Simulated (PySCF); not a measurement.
A run for PySCF: D3(BJ) and D4 dispersion corrections on C2H4O (a complex).

```python
from pyscf import gto
from pyscf.dispersion import dftd3, dftd4

mol = gto.M(
    atom='''
    O     0.08451706   -0.31129143   -0.10994372
    H     0.94369633   -0.13828417   -0.50903880
    H    -0.54012803    0.24480787   -0.58740955
    C    -0.05012647   -0.12267823    3.10197481
    C    -0.08338719    0.02286964    4.29100430
    H    -0.01883584   -0.24593801    2.03994958
    H    -0.11398063    0.14773066    5.34559649
    ''',
    basis='def2-svp',
    charge=0, spin=0, verbose=0, max_memory=1800)
d3, d4 = {}, {}
for xc in ['hf', 'pbe', 'blyp', 'revpbe', 'tpss', 'r2scan', 'b3lyp', 'pbe0', 'bhlyp', 'camb3lyp', 'b2plyp']:
    d3[xc] = float(dftd3.DFTD3Dispersion(mol, xc=xc, version='d3bj', atm=False).get_dispersion()['energy'])
    print(f'D3(BJ) {xc:10s} {d3[xc]:14.8f} Eh')
for xc in ['hf', 'pbe', 'blyp', 'revpbe', 'tpss', 'r2scan', 'b3lyp', 'pbe0', 'bhlyp', 'camb3lyp', 'b2plyp']:
    d4[xc] = float(dftd4.DFTD4Dispersion(mol, xc={'camb3lyp': 'cam-b3lyp'}.get(xc, xc), atm=True).get_dispersion()['energy'])
    print(f'D4     {xc:10s} {d4[xc]:14.8f} Eh')
```

It printed:

```
D3(BJ) hf            -0.02084895 Eh
D3(BJ) pbe           -0.00234452 Eh
D3(BJ) blyp          -0.00476650 Eh
D3(BJ) revpbe        -0.00610697 Eh
D3(BJ) tpss          -0.00287543 Eh
D3(BJ) r2scan        -0.00067549 Eh
D3(BJ) b3lyp         -0.00386977 Eh
D3(BJ) pbe0          -0.00196977 Eh
D3(BJ) bhlyp         -0.00291665 Eh
D3(BJ) camb3lyp      -0.00169903 Eh
D3(BJ) b2plyp        -0.00172432 Eh
D4     hf            -0.00730273 Eh
D4     pbe           -0.00191889 Eh
D4     blyp          -0.00424553 Eh
D4     revpbe        -0.00671793 Eh
D4     tpss          -0.00258417 Eh
D4     r2scan        -0.00052575 Eh
D4     b3lyp         -0.00301788 Eh
D4     pbe0          -0.00161685 Eh
D4     bhlyp         -0.00206923 Eh
D4     camb3lyp      -0.00161182 Eh
D4     b2plyp        -0.00134551 Eh
```

The run finished.

Cost: around 0.03 core-seconds (rough).
